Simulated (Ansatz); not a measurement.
C₂H₅AlGaN. The species carries charge 0 and has multiplicity 1. The bonds changed during the relaxation, so this is another structure than the one it started from. The structure was optimised at the PBE0-D4/def2-TZVP level. It is one conformer, not always the lowest.

```xyz
10

C    -0.504    0.881    1.818
Al   -0.747   -0.521    0.488
Ga    0.021    0.044   -1.849
C     1.528   -0.503   -3.022
N     2.355   -0.735   -3.794
H    -1.382    1.529    1.871
H    -0.367    0.436    2.808
H     0.368    1.506    1.613
H    -1.927   -1.563    0.335
H     0.656   -1.074   -0.269
```

Question: What is the dipole moment at PBE/def2-TZVPP? (Estimate.)

Answer: The calculation gave: 4.01 D, with components (-2.39, 1.45, 2.87) D in this frame, pointing from negative to positive charge.

Question: And with r2SCAN, B3LYP, ωB97M-V? (An estimate is asked.)

Answer: Computed: r2SCAN 4.01 D, B3LYP 4.15 D, ωB97M-V 4.12 D.

Question: Give the Mulliken charges with PBE, ωB97M-V, B3LYP in def2-TZVPP. (An estimate is asked.)

Answer: Ansatz gave: 
| atom | PBE | ωB97M-V | B3LYP |
| --- | --- | --- | --- |
| C1 | -0.43 | -0.51 | -0.44 |
| Al2 | 0.37 | 0.44 | 0.45 |
| Ga3 | 0.20 | 0.24 | 0.23 |
| C4 | -0.27 | -0.25 | -0.26 |
| N5 | 0.03 | -0.04 | -0.01 |
| H6 | 0.11 | 0.12 | 0.10 |
| H7 | 0.10 | 0.11 | 0.10 |
| H8 | 0.10 | 0.11 | 0.09 |
| H9 | -0.11 | -0.11 | -0.13 |
| H10 | -0.10 | -0.12 | -0.14 |

B3LYP here is the variant with VWN-RPA as its local correlation; programs differ in this.
